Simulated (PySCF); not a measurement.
PySCF input file for C4H6BFO, SMILES CC#CB(F)CO, IEF-PCM-M06-2X/def2-SVP. Geometry: B3LYP-D3(BJ)/def2-SVP. This is a generated structure with no PubChem entry under its InChIKey; it may be hypothetical. Other conformers were not sampled.

```python
import numpy as np
from pyscf import gto, scf, dft
from pyscf.solvent import pcm

mol = gto.M(
    atom='''
    C    -3.17038662    0.75559960    0.38956273
    C    -1.83059879    0.21726401    0.22068007
    C    -0.70592046   -0.23393091    0.07996402
    B     0.71209200   -0.74731869   -0.09705596
    F     0.93259611   -2.06697247   -0.14495523
    C     1.98369849    0.17346756   -0.23355812
    O     1.66648120    1.54726940   -0.17271579
    H    -3.17986041    1.85327751    0.29155192
    H    -3.86020132    0.33619008   -0.36140036
    H    -3.56913986    0.49820207    1.38495356
    H     2.69458067   -0.14164234    0.56488026
    H     2.48511749   -0.11238664   -1.18701079
    H     2.48307336    2.05314810   -0.26126381
    ''',
    basis='def2-SVP',
    charge=0,
    spin=0,
    max_memory=1600,
    verbose=3,
)
mf = dft.RKS(mol, xc='m06-2x').density_fit(auxbasis='def2-universal-jkfit')
mf.grids.level = 4
mf.conv_tol = 1e-9
mf.max_cycle = 100
mf.kernel()
res = {}
for name, eps in {'water': 78.355, 'toluene': 2.3741, 'methanol': 32.613}.items():
    s = mf.PCM()
    s.with_solvent.method, s.with_solvent.eps, s.with_solvent.lebedev_order = 'IEF-PCM', eps, 29
    s.kernel(mf.make_rdm1())
    res[name] = (s.e_tot, eps, s.dip_moment(), s.mo_energy, s.converged)
    print(f'{name}: electrostatic solvation free energy {(s.e_tot - mf.e_tot) * 627.509474:.3f} kcal/mol')
```

Output:

```
converged SCF energy = -355.539906018591

WARN: PCM is an experimental feature. It is still in testing.
Features and APIs may be changed in the future.

converged SCF energy = -355.552403536536
Dipole moment(X, Y, Z, Debye): -0.10223,  1.63045,  0.05189
water: electrostatic solvation free energy -7.842 kcal/mol

WARN: PCM is an experimental feature. It is still in testing.
Features and APIs may be changed in the future.

converged SCF energy = -355.545518179159
Dipole moment(X, Y, Z, Debye): -0.09373,  1.52457,  0.04730
toluene: electrostatic solvation free energy -3.522 kcal/mol

WARN: PCM is an experimental feature. It is still in testing.
Features and APIs may be changed in the future.

converged SCF energy = -355.552009134171
Dipole moment(X, Y, Z, Debye): -0.10309,  1.62651,  0.05186
methanol: electrostatic solvation free energy -7.595 kcal/mol
```

Self-consistency was reached.

Cost: about 3 core-minutes (a rough figure).
